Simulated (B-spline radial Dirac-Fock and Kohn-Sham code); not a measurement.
# Binding energies of Ho³⁺ at several levels of theory

System: Ho³⁺, configuration [Xe] 4f9 6s1 (an excited configuration).

The density-functional columns are spherical, spin-unpolarised Dirac-Kohn-Sham results without Breit or QED terms: −ε is minus the orbital energy of the initial state and ΔSCF the difference of two total energies. The reference in the last column comes from Dirac-Fock (average of configuration) total-energy differences with a finite nucleus, the Breit interaction including its frequency dependence, and self-energy and vacuum-polarisation corrections. All numbers are from a radial finite-basis atomic code, in eV; a selection of levels is shown. For the 1s level of heavy atoms much of the gap between ΔSCF and the reference is the Breit and QED part, -250.9 eV here; for other levels the error of the functional can be larger.

```
     level   LDA −ε  LDA ΔSCF  Dirac-Fock
    K (1s)  55416.9   55903.4     55665.2
   L1 (2s)   9303.5    9392.7      9452.6
L2 (2p1/2)   8861.2    8974.7      8969.6
L3 (2p3/2)   8005.4    8106.2      8122.6
   M1 (3s)   2113.8    2141.0      2189.1
M2 (3p1/2)   1919.6    1948.5      1979.2
M3 (3p3/2)   1740.9    1767.8      1799.6
M4 (3d3/2)   1406.3    1438.0      1444.3
M5 (3d5/2)   1367.2    1398.2      1406.1
   N1 (4s)    453.3     466.3       491.1
N2 (4p1/2)    376.1     389.0       406.5
N3 (4p3/2)    335.5     348.0       366.1
N4 (4d3/2)    207.9     220.1       225.8
N5 (4d5/2)    200.5     212.5       218.4
 N6,7 (4f)    46.00     56.77       53.03
O2 (5p1/2)    65.28     72.78       71.03
O3 (5p3/2)    59.25     66.41       64.99
   P1 (6s)    26.19     29.76       28.33
```

Values without a named source are computed, but for edge energies of neutral atoms, which are taken from tables.
